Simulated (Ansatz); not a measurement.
A made-up structure of GaBH$_{5}$S (charge +1), closed shell:

```
8
angstrom
B -0.7391 1.3863 -1.1561
Ga 0.9579 0.1732 0.2115
S 0.2653 -1.7624 0.5072
H 0.5378 -2.7099 -0.4296
H -0.4701 -2.0428 1.6163
H 2.0072 1.3012 0.3478
H -1.7181 1.0143 -0.6811
H -0.7318 2.3792 -0.5759
```

It is relaxed with PBE-D4/def2-SVP and then PBE0-D4/def2-TZVP (Ansatz 0.2.0). Atoms count as bonded within 1.22 times the sum of their covalent radii (H–H: 0.88 Å). The end point is not checked to be a true minimum.

Problem. Does its bonding change? (A judgement: the text doesn't fix the answer.)

Solution. Computed: No: no bond forms or breaks.

Where it ends: The first stage lowers the energy by 4.92 eV in 24 steps. It ends as GaBH₅S ([BH2][GaH][SH2]), total charge +1:
```
8
angstrom
B -0.9023 1.4679 -0.6106
Ga 0.8630 0.4483 -0.2122
S 0.2996 -1.5322 1.1958
H 1.0859 -2.4335 0.5739
H -0.8341 -1.9622 0.6073
H 2.3968 0.2622 -0.2833
H -1.5135 1.2057 -1.5970
H -1.2861 2.2831 0.1661
```

Labels in which every atom is bracketed show which atoms are joined, not bond orders.

For scale, one of the runs: PBE0-D4/def2-TZVP relaxation, 146 basis functions, launched by `ansatz run in.yaml --threads 2 --pin off --events-out ev --progress --plain --max-ram 4352MiB`. Hardware: 2 CPU threads of an Intel Xeon 6975P-C, shared host. Wall time about 20 s.
